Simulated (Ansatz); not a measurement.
The same path of C2H5BN2 (10 atoms, charge 0, multiplicity 1) was run twice with different band settings. The coordinate that changes most is the dihedral H7–N1–C2–H8.

All numbers below come from RKS r2SCAN-D4/6-31G in Ansatz 0.2.0.

Relaxed end points:

```xyz
10
Properties=species:S:1:pos:R:3
N -1.665 -0.076 0.760
C -0.241 -0.492 0.768
B 0.663 0.069 -0.363
C 1.819 0.360 -1.220
N 0.660 0.937 -1.570
H -1.778 0.927 0.888
H -2.152 -0.373 -0.082
H -0.207 -1.593 0.755
H 0.185 -0.228 1.749
H 2.799 0.417 -1.682
```

```xyz
10
Properties=species:S:1:pos:R:3
N -1.559 0.179 0.708
C -0.270 -0.504 0.680
B 0.691 0.112 -0.362
C 1.882 0.415 -1.156
N 0.745 1.010 -1.544
H -1.893 0.533 -0.177
H -2.277 -0.227 1.291
H -0.325 -1.596 0.457
H 0.205 -0.449 1.674
H 2.884 0.476 -1.567
```

Common settings: movable images 9; climbing image yes; optimiser quadratic models (default); start path through a guess of the saddle point; force threshold 0.03 eV/Å; end points relaxed.

| run | spring | iteration limit |
| --- | --- | --- |
| 1 | 5.0 eV/Å² | 39 |
| 2 | 0.5 eV/Å² | 44 |

What does each run give, and how far can it be trusted?

Run 1: converged after 8 iterations, highest image 0.031 eV above the first end. A vibrational analysis at the climbing image gives one clearly imaginary mode, 214i cm⁻¹: a first-order saddle point.
Run 2: converged after 10 iterations, highest image 0.031 eV above the first end. Another band between the same ends (9 images) ends at a top of the same energy, where a vibrational analysis finds 1 clearly imaginary mode.
Limits of this set-up: no polarisation functions.
